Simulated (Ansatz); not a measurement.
Compare A (`[CH2]1O[SiH2][GaH]1`) with its isomer B (`O=[C]([SiH3])[GaH2]`).

Computed with Ansatz on PBE0-D4/def2-TZVP structures; ΔE is electronic, products minus reactants. CCSD(T)/CBS adds triple-zeta CCSD(T) − MP2 to the extrapolated MP2 energy (def2 sets, frozen cores). Functionals use def2-TZVPP. For Ga outer-core shells are correlated without core-valence functions, which leaves a few kJ/mol of doubt a bond. Scalar relativity is left out up to krypton.

Q: Which isomer does CCSD(T)/CBS put lower? Give the gap. (Best estimate.)

A: Computed: A, by 122.8 kJ/mol.

Q: Give E(B) − E(A) in kJ/mol with B2PLYP, PBE-D4, BLYP-D4, MP2/def2-TZVPP, PBE0-D4, r2SCAN-D4, CCSD(T)/def2-TZVPP. (Best estimate.)

A: Computed: B2PLYP 112.5, PBE-D4 114.0, BLYP-D4 92.5, MP2/def2-TZVPP 128.5, PBE0-D4 130.2, r2SCAN-D4 117.9, CCSD(T)/def2-TZVPP 117.1. None reverses the order clearly.

Q: Does the order hold for the free energy at 298.15 K (harmonic terms from PBE0-D4)? (Best estimate.)

A: The calculation gave: Yes: G(B) − G(A) = +93.5 kJ/mol.

Largest T1 diagnostic: 0.018.

From PBE to PBE0 (25 % exact exchange), in def2-TZVPP and without D4, E(B) − E(A) moves by +16.4 kJ/mol. In def2-TZVPP, CCSD(T) changes the Hartree–Fock value by +14.6 kJ/mol (the triples alone add −2.7 kJ/mol) and MP2 by +26.0 kJ/mol.
